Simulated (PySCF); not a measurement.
# Electron correlation in Sc⁺ (scandium, charge +1)

[Ar] 3d1 4s1, high-spin 3D determinant. All numbers are calculated (PySCF 2.14, no relativity, point nucleus, in def2-TZVP (6s4p4d1f, 45 functions)). Frozen: [Ar]; 2 electrons correlated.

Total MP2 correlation energy: -2.57 mhartree.

Same-spin part -2.57 and opposite-spin part 0.00 mhartree; SCS-MP2 scales them by 1/3 and 6/5 to -0.86 mhartree.
